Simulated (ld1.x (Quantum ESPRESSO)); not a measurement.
## tellurium, TM semilocal: configuration errors across variants

```json
{
  "Element": "tellurium",
  "Generator": "ld1.x (Quantum ESPRESSO) 7.5",
  "Type": "norm-conserving Troullier–Martins (semilocal form)",
  "Functional": "PBEsol",
  "Relativity": "scalar-relativistic",
  "Frozen core": "[Ar] 3d10",
  "Valence charge": "24",
  "Reference configuration": "4s2 4p6 4d10 5s2 5p4",
  "Partial waves": "4s (bound): rc 1.15 bohr; 4d (bound): rc 0.95 bohr; 4p (bound): rc 1.25 bohr",
  "Local potential": "the p channel",
  "Core correction": "none"
}
```

Occupied shells without a wave of their own: 5p, 5s. They enter only through the test configuration that unscreens the potential.

All-electron excitation energies from the reference (eV): (1) 4s2 4p6 4d10 5s2 5p3 9.753; (2) 4s2 4p6 4d10 5s2 5p2 27.722; (3) 4s2 4p6 4d10 5s2 5p1 54.678; (4) 4s2 4p5 4d10 5s2 5p4 122.739; (5) 4s2 4p6 4d10 5s1 5p5 9.285; (6) 4s2 4p6 4d10 5s0 5p6 18.766; (7) 4s2 4p6 4d10 5s2 5p0 91.201.

In the semilocal form every listed channel keeps its own potential, so the choice of the local channel does not act on these tests. It acts once the file is put into the separable form.

A semilocal file is local in each channel, so a ghost entry of none says nothing of the separable form that plane-wave codes build from it.

For the base: The 5p, 5s levels have no wave, so the channel is fitted at the deeper level alone: the likely source of the large errors.

On the changes marked as counting shells twice: ld1.x takes every shell without a wave as core, so the model core holds the marked electrons as well and exchange and correlation see them twice. This cancels in the reference configuration, but the file is broken for other ones, and its errors say nothing about a proper core correction.

4 further variants failed, have other tests or too few solved ones, and are left out.

The file “base” misses its own reference levels by 3.4 eV. The file “wave 4d (bound): rc 0.95 bohr becomes 4d (bound): rc 1.02 bohr” misses its own reference levels by 3.4 eV. The file “all radii scaled by about 0.87 (s 1.00, p 1.08, d 0.82 bohr)” misses its own reference levels by 1.1 eV. The file “core correction a·sin(br)/r model core inside 0.88 bohr (5p, 5s counted twice)” misses its own reference levels by 3.4 eV. The file “wave 4p (bound): rc 1.25 bohr becomes 4p (bound): rc 1.92 bohr” misses its own reference levels by 3.4 eV. The file “core correction a·sin(br)/r model core inside 0.44 bohr (5p, 5s counted twice)” misses its own reference levels by 3.4 eV. The file “type ultrasoft, which also changes the form from semilocal to separable; waves now 4s (bound): rcut 1.00, rcutus 1.15 bohr; 5s (bound): rcut 1.00, rcutus 1.15 bohr; 4p (bound): rcut 1.10, rcutus 1.25 bohr; 5p (bound): rcut 1.10, rcutus 1.25 bohr; 4d (bound): rcut 0.85, rcutus 0.95 bohr; 4d channel at -2.3 Ry: rcut 0.85, rcutus 0.95 bohr; local potential all-electron potential smoothed inside 1.15 bohr (lloc = -1); augmentation built from norm-conserving waves at rcut, not smoothed further” misses its own reference levels by 7.0 eV.

Errors AE − PS in meV (a dash: test not solved or not reliable):

| change | (1) | (2) | (3) | (4) | (5) | (6) | (7) | bound ghosts |
| --- | --- | --- | --- | --- | --- | --- | --- | --- |
| base | -690 | -1704 | -3054 | +65 | -3010 | -6219 | -4764 | none |
| wave 4d (bound): rc 0.95 bohr becomes 4d (bound): rc 1.02 bohr | -690 | -1704 | -3054 | +64 | -3010 | -6219 | -4764 | none |
| all radii scaled by about 0.87 (s 1.00, p 1.08, d 0.82 bohr) | -315 | -778 | -1397 | +14 | -914 | -1875 | -2183 | none |
| core correction a·sin(br)/r model core inside 0.88 bohr (5p, 5s counted twice) | -817 | -2245 | -4366 | -27 | -3025 | -6281 | -7299 | none |
| wave 4p (bound): rc 1.25 bohr becomes 4p (bound): rc 1.92 bohr | -301 | -783 | -1474 | +183 | -3334 | -6890 | -2419 | none |
| core correction a·sin(br)/r model core inside 0.44 bohr (5p, 5s counted twice) | -817 | -2245 | -4366 | -28 | -3033 | -6316 | -7301 | none |
| type ultrasoft, which also changes the form from semilocal to separable; waves now 4s (bound): rcut 1.00, rcutus 1.15 bohr; 5s (bound): rcut 1.00, rcutus 1.15 bohr; 4p (bound): rcut 1.10, rcutus 1.25 bohr; 5p (bound): rcut 1.10, rcutus 1.25 bohr; 4d (bound): rcut 0.85, rcutus 0.95 bohr; 4d channel at -2.3 Ry: rcut 0.85, rcutus 0.95 bohr; local potential all-electron potential smoothed inside 1.15 bohr (lloc = -1); augmentation built from norm-conserving waves at rcut, not smoothed further | +282 | +1130 | +2680 | -7284 | +3298 | +6757 | +5122 | not determined |

(1) Give the same row for: local potential the d channel.

Answers

(1) -690, -1704, -3055, +65, -3009, -6219, -4766; bound ghosts: none.
